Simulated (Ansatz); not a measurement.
Computed with Ansatz on PBE0-D4/def2-TZVP structures; ΔE is electronic, products minus reactants. CCSD(T)/CBS adds triple-zeta CCSD(T) − MP2 to the extrapolated MP2 energy (def2 sets, frozen cores). This one scheme is used for every species. DFT in def2-TZVPP. B3LYP here is the variant with VWN-RPA as its local correlation; programs differ in this. Elements past krypton have def2 core potentials. For Se, Zr outer-core shells are correlated without core-valence functions, which leaves a few kJ/mol of doubt a bond. Scalar relativity is left out up to krypton. One conformer a species, not always the lowest.

Reaction (ligand exchange at a Zr–Se bond): `[OH][Zr]([F])([Cl])[SeH]` + H₂S → `[OH][Zr]([F])([SH])[Cl]` + H₂Se

```json
{"level": "PBE-D4", "ΔE (kJ/mol)": "5.5", "difference from CCSD(T)/CBS": "-4.2"}
{"level": "r2SCAN-D4", "ΔE (kJ/mol)": "6.0", "difference from CCSD(T)/CBS": "-3.7"}
{"level": "PBE0-D4", "ΔE (kJ/mol)": "7.0", "difference from CCSD(T)/CBS": "-2.7"}
{"level": "B3LYP-D4", "ΔE (kJ/mol)": "6.4", "difference from CCSD(T)/CBS": "-3.3"}
{"level": "ωB97M-V", "ΔE (kJ/mol)": "6.4", "difference from CCSD(T)/CBS": "-3.3"}
{"level": "B2PLYP", "ΔE (kJ/mol)": "7.7", "difference from CCSD(T)/CBS": "-2.0"}
{"level": "PBE", "ΔE (kJ/mol)": "5.2", "difference from CCSD(T)/CBS": "-4.5"}
{"level": "r2SCAN", "ΔE (kJ/mol)": "5.9", "difference from CCSD(T)/CBS": "-3.8"}
{"level": "PBE0", "ΔE (kJ/mol)": "6.6", "difference from CCSD(T)/CBS": "-3.1"}
{"level": "HF/def2-TZVPP", "ΔE (kJ/mol)": "8.6", "difference from CCSD(T)/CBS": "-1.1"}
{"level": "MP2/def2-TZVPP", "ΔE (kJ/mol)": "11.0", "difference from CCSD(T)/CBS": "1.3"}
{"level": "CCSD/def2-TZVPP", "ΔE (kJ/mol)": "9.3", "difference from CCSD(T)/CBS": "-0.4"}
{"level": "HF/def2-QZVPP", "ΔE (kJ/mol)": "8.5", "difference from CCSD(T)/CBS": "-1.2"}
{"level": "MP2/def2-QZVPP", "ΔE (kJ/mol)": "11.3", "difference from CCSD(T)/CBS": "1.6"}
{"level": "SCS-MP2/def2-QZVPP", "ΔE (kJ/mol)": "9.7", "difference from CCSD(T)/CBS": "0.0"}
{"level": "CCSD/CBS(def2)", "ΔE (kJ/mol)": "9.8", "difference from CCSD(T)/CBS": "0.1"}
{"level": "CCSD(T)/CBS", "ΔE (kJ/mol)": "9.7", "difference from CCSD(T)/CBS": "0"}
```

Largest T1 diagnostic among the species: 0.017.

CCSD(T)/CBS has its own doubt, a few kJ/mol and more with outer-core shells, so smaller differences from it don't rank the levels.
